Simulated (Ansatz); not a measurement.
`NB(N)S` + `[F][Ga]([SH])[SH]` → `NB(F)S` + `[NH2][Ga]([SH])[SH]`  (redistribution)

Calculated with Ansatz (gas phase, PBE0-D4/def2-TZVP geometries, no zero-point term in ΔE). CCSD(T)/CBS adds triple-zeta CCSD(T) − MP2 to the extrapolated MP2 energy (def2 sets, frozen cores). This one scheme is used for every species. DFT in def2-TZVPP. B3LYP here is the variant with VWN-RPA as its local correlation; programs differ in this. For Ga outer-core shells are correlated without core-valence functions, which leaves a few kJ/mol of doubt a bond. Scalar relativity is left out up to krypton. One conformer a species, not always the lowest.

`NB(N)S`:

```xyz
9

N    -0.563    0.779   -0.779
B     0.035   -0.163    0.085
N     0.764    0.220    1.231
S    -0.115   -1.975   -0.224
H    -0.469    1.771   -0.652
H    -1.177    0.524   -1.529
H     1.265   -0.436    1.800
H     0.830    1.169    1.550
H    -0.570   -1.889   -1.482
```

`[F][Ga]([SH])[SH]`:

```xyz
6

F     1.345   -1.548   -0.539
Ga    0.177   -0.278   -0.243
S     0.168    0.590    1.759
S    -1.105    0.256   -1.922
H     1.170   -0.214    2.157
H    -1.755    1.194   -1.212
```

`NB(F)S`:

```xyz
7

N    -0.407    1.120   -0.042
B     0.023   -0.195   -0.210
F    -0.049   -0.754   -1.424
S     0.679   -1.165    1.189
H    -0.384    1.605    0.836
H    -0.770    1.657   -0.810
H     0.908   -2.268    0.461
```

`[NH2][Ga]([SH])[SH]`:

Z-matrix (Å, degrees):
```
N
Ga 1 1.807
H 1 1.005 2 122.8
H 1 1.005 2 122.8 3 161.9
S 2 2.200 1 118.3 3 10.0
S 2 2.200 1 118.3 3 -171.9
H 5 1.342 2 94.2 1 178.4
H 6 1.342 2 94.2 1 -178.5
```

| level | ΔE (kcal/mol) |
| --- | --- |
| PBE0-D4 | 0.0 |
| PBE | 0.8 |
| r2SCAN | 0.1 |
| B3LYP | 0.5 |
| HF/def2-TZVPP | -0.5 |
| SCS-MP2/def2-TZVPP | -0.6 |
| HF/def2-QZVPP | -0.1 |
| CCSD/CBS(def2) | -1.3 |

**Question.** What does CCSD(T)/CBS give? (Best estimate.)

**Answer.** The calculation gave: -1.3 kcal/mol. The listed levels differ from it by 1.3, 2.1, 1.4, 1.8, 0.8, 0.7, 1.2, 0.0 kcal/mol.

Largest T1 diagnostic among the species: 0.013.
